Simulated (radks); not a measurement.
Species: Sb IV. Configuration: [Kr] 4d9 5s2 5p1 (not the ground configuration).

All-electron calculation, Dirac Kohn-Sham, LDA (Slater exchange, Perdew-Wang correlation), spin-unpolarised, spherical densities, finite nucleus; open shells fill j = l - 1/2 first; Fermi nuclear charge, rms radius 4.6802 fm. Program: a radial shooting solver on a logarithmic mesh with Libxc functionals.

Energy parts (hartree):
total: -6474.73335
kinetic: 6830.62850
electron-nucleus: -15662.53424
Hartree: 2520.90120
exchange-correlation: -163.72881

Orbitals (lengths in bohr, moments of r in powers of bohr):
orbital  occ.  eigenvalue (hartree)      <r>
1s1/2       2             -1113.028  0.02845
2s1/2       2             -170.5795   0.1223
2p1/2       2             -159.7689   0.1033
2p3/2       4             -150.5281   0.1088
3s1/2       2             -34.56643   0.3308
3p1/2       2             -30.13961   0.3211
3p3/2       4             -28.43407   0.3325
3d3/2       4             -20.58605   0.3034
3d5/2       6             -20.23105   0.3070
4s1/2       2              -6.82369   0.7866
4p1/2       2              -5.31523   0.8256
4p3/2       4              -4.99062   0.8541
4d3/2       4              -2.58337   0.9916
4d5/2       5              -2.53457    1.003
5s1/2       2              -1.54590    1.957
5p1/2       1              -1.18199    2.216
5p3/2       0              -1.13897    2.283

The highest occupied level is 5p1/2 at -32.164 eV. Summed over all electrons, <r^2> = 33.12 bohr^2, which gives a Langevin (diamagnetic) susceptibility term of -26.2 x 10^-6 cm^3/mol. The electron density at the nucleus is 2.081e+05 e/bohr^3.
